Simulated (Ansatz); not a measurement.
```xyz
11

C    -1.0295   -0.0408    1.0158
C    -0.3439   -0.2326   -0.3360
B     1.2083   -0.0035   -0.3099
O     1.8904    0.6133   -1.3044
H    -0.9499    0.9938    1.3595
H    -2.0920   -0.2909    0.9726
H    -0.5695   -0.6714    1.7804
H    -0.8329    0.3810   -1.1040
H    -0.4875   -1.2747   -0.6608
H     1.8839   -0.3958    0.6037
H     1.3226    0.9216   -2.0169
```

Charge 0, multiplicity 1.

Problem. List the PBE/def2-TZVPP orbital energies in eV (Ansatz). (Estimate.)

Solution. Computed: Occupied: -510.81, -268.67, -268.46, -177.11, -25.71, -18.70, -15.20, -13.91, -11.00, -10.84, -9.91, -9.00, -8.83, -8.52, -8.11, -6.85. Lowest empty: -0.90, 0.02, 0.78, 1.56, 1.78, 2.47, 2.69, 2.84.
